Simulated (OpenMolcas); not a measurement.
**Rh2+: moving or changing the point charges**

Rh2+ among 6 point charges of -1 e arranged as an octahedron (Oh), 1.98 Å from the ion.
```
   1.9800    0.0000    0.0000  -1.00
   0.0000    1.9800    0.0000  -1.00
  -1.9800    0.0000    0.0000  -1.00
   0.0000   -1.9800    0.0000  -1.00
   0.0000    0.0000    1.9800  -1.00
   0.0000    0.0000   -1.9800  -1.00
```

```
Program             : OpenMolcas
Method              : SS-CASPT2, IPEA 0.25 Eh, imaginary shift 0.1 Eh (closed shells correlated: 4s 4p)
Basis               : ANO-RCC-VTZP [7s6p4d2f1g]
Scalar Hamiltonian  : DKH2, point nucleus
Active space        : 7 electrons in 5 orbitals (4d)
State averaging     : 2S+1 = 4 even, 10 roots; 2S+1 = 2 even, 40 roots
Spin-orbit coupling : state interaction with AMFI integrals over the reference wave functions
```

Runs around this geometry, states (labels of O, the rotations of Oh). Energies in cm-1 above the lowest state or level, χT in cm3 K/mol; under a threefold ground state the first gap can be a small split of the lowest multiplet, not the spin-orbit step.

```json
{"R (Å)": "1.98", "q (e)": "-0.65", "Ground state": "4T1", "First state of that spin": "4T2 3180", "First gap with spin-orbit (degeneracies)": "590 (2, 4)", "χT at 300 K": "3.973", "First state of another spin": "2E 12160"}
{"R (Å)": "1.82", "q (e)": "-1", "Ground state": "4T1", "First state of that spin": "4T2 7980", "First gap with spin-orbit (degeneracies)": "720 (2, 4)", "χT at 300 K": "3.383", "First state of another spin": "2E 8290"}
{"R (Å)": "1.98", "q (e)": "-1", "Ground state": "4T1", "First state of that spin": "4T2 4860", "First gap with spin-orbit (degeneracies)": "670 (2, 4)", "χT at 300 K": "3.663", "First state of another spin": "2E 10600"}
{"R (Å)": "2.18", "q (e)": "-1", "Ground state": "4T1", "First state of that spin": "4T2 3170", "First gap with spin-orbit (degeneracies)": "590 (2, 4)", "χT at 300 K": "3.974", "First state of another spin": "2E 12190"}
```

Taking the first state of the same spin as R^-n, n = -ln(3170 / 7980) / ln(2.18 / 1.82) = 5.1 between the shortest and longest distance.

Scaling the charges by -0.65 / -1 = 0.65 scales the first state of the same spin by 3180 / 4860 = 0.65; with fixed orbitals a first-order splitting would follow the charge.

Roots that are degenerate in the reference are averaged as groups; the widest CASPT2 spread within a group is 490 cm-1 (the 3-fold group of multiplicity 4 near 3170 cm-1 above the lowest state of its run, R = 2.18, q = -1). Shifts and gaps below about the spread of the groups concerned are not significant. An orbital triplet at a regular site is open to Jahn-Teller coupling, which can distort the site and quench the lowest spin-orbit gaps and is left out. Point charges give a weaker field than real ligands, and real ions of this kind are as a rule low spin; the high spin found here belongs to the model. Free-ion shares, where given, are those of the reference states; single-state CASPT2 does not remix them. This shell can be high or low spin here, a state of another spin lies low, and with metal d orbitals alone active their balance is uncertain, so the ground spin may be wrong (holds for R = 1.82, q = -1). This is an electrostatic model: the charges have no orbitals. No measured value stands beside these numbers.
